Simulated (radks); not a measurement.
Values are calculated unless marked as measured or tabulated.
Ionisation of Al5+, [He] 2s2 2p4, to Al6+, [He] 2s2 2p3, under several functionals. Dirac Kohn-Sham, spin-unpolarised, spherical densities, finite nucleus; open shells fill j = l - 1/2 first; a radial shooting solver on a logarithmic mesh with Libxc functionals.

| functional | E(Al5+) (hartree) | Exc (hartree) | IE (eV) | -e(HOMO) (eV) | <r> HOMO (bohr) | IE error (eV) |
|---|---|---|---|---|---|---|
| Wu-Cohen GGA | -230.30415 | -15.15400 | 195.96 | 176.01 | 0.5389 | +5.5 |
| revPBE | -230.60384 | -15.46131 | 195.86 | 175.93 | 0.5394 | +5.4 |
| PW91 | -230.60303 | -15.46032 | 196.18 | 176.23 | 0.5391 | +5.7 |
| RPBE | -230.63076 | -15.48845 | 195.85 | 175.92 | 0.5396 | +5.4 |
| exchange-only B88 | -230.32232 | -15.17615 | 194.74 | 174.78 | 0.5393 | +4.3 |

NIST Atomic Spectra Database: 190.49 eV (semi-empirical). Closest: exchange-only B88. The Delta-SCF values span 1.44 eV, the total energies 0.33 hartree. The highest occupied level is 2p3/2. Spin polarisation and multiplet splitting are left out, so open shells lie too high by an amount that depends on their filling.

Beside tabulated values, note that spin-unpolarised runs miss the spin-polarisation part of the exchange energy of open shells.
